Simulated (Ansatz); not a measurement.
Consider the cleavage of the Si–As bond: `C[As](C)[SiH3]` + `O[Si](O)(F)Cl` → `O[Si](F)(Cl)O[SiH3]` + `C[AsH]C`.

Program: Ansatz. Geometries: PBE0-D4/def2-TZVP. ΔE: electronic, gas phase. CBS: MP2 limit from def2 TZ/QZ plus the TZ coupled-cluster correction, frozen cores. This one scheme is used for every species. For As outer-core shells are correlated without core-valence functions, which leaves a few kJ/mol of doubt a bond. Scalar relativity is left out up to krypton. One conformer a species, not always the lowest.

`C[As](C)[SiH3]`:

Z-matrix (Å, degrees):
```
C
As 1 1.975
H 1 1.090 2 109.3
H 1 1.091 2 112.0 3 121.5
H 1 1.091 2 108.3 3 -117.9
C 2 1.975 1 97.5 3 -169.0
Si 2 2.359 1 95.8 3 -72.4
H 6 1.091 2 108.3 1 -73.0
H 6 1.091 2 112.0 1 47.6
H 6 1.090 2 109.3 1 169.1
H 7 1.492 2 111.2 1 -49.3
H 7 1.488 2 109.9 1 71.0
H 7 1.488 2 109.9 1 -169.5
```

`O[Si](O)(F)Cl`:

Cartesian coordinates in Å:
```
O -0.045 -1.150 0.723
Si 0.203 0.187 -0.157
O -1.225 0.814 -0.563
F 1.067 1.214 0.685
Cl 1.250 -0.164 -1.853
H 0.706 -1.591 1.122
H -1.958 0.690 0.043
```

`O[Si](F)(Cl)O[SiH3]`:

```xyz
10

O     0.751    0.930    2.226
Si    0.991    0.163    0.826
F     1.715   -1.223    1.070
Cl    2.226    1.312   -0.288
O    -0.389   -0.131    0.062
Si   -1.166   -0.362   -1.370
H     0.076    0.599    2.821
H    -2.621   -0.307   -1.097
H    -0.782    0.707   -2.324
H    -0.802   -1.688   -1.926
```

`C[AsH]C`:

Cartesian coordinates in Å:
```
C -1.236 -0.621 -0.564
As 0.379 0.406 -1.027
C 1.287 0.256 0.713
H -0.972 -1.678 -0.519
H -1.984 -0.486 -1.346
H -1.652 -0.311 0.394
H -0.238 1.774 -0.748
H 1.670 -0.760 0.817
H 2.131 0.945 0.739
H 0.614 0.475 1.542
```

| species | CCSD/CBS(def2) energy (Eh) |
| --- | --- |
| `C[As](C)[SiH3]` | -2605.58180 |
| `O[Si](O)(F)Cl` | -1000.40457 |
| `O[Si](F)(Cl)O[SiH3]` | -1290.71959 |
| `C[AsH]C` | -2315.29739 |

Q: Work out ΔE.

A: ΔE = (-1290.71959) + (-2315.29739) − (-2605.58180) − (-1000.40457) = -0.03061 Eh = -80.4 kJ/mol. CCSD(T)/CBS gives -75.5 kJ/mol.

Largest T1 diagnostic among the species: 0.011.

In def2-TZVPP, CCSD(T) changes the Hartree–Fock value by +29.4 kJ/mol (the triples alone add +4.9 kJ/mol) and MP2 by +30.5 kJ/mol. From PBE to PBE0 (25 % exact exchange), in def2-TZVPP and without D4, ΔE moves by −7.3 kJ/mol. The D4 term adds +3.2 kJ/mol with B3LYP and +1.6 kJ/mol with PBE0; it sums over pairs of atoms, weighted by their polarisabilities, and B3LYP, whose exchange is more repulsive, gets the larger term.

B3LYP here is the variant with VWN-RPA as its local correlation; programs differ in this.
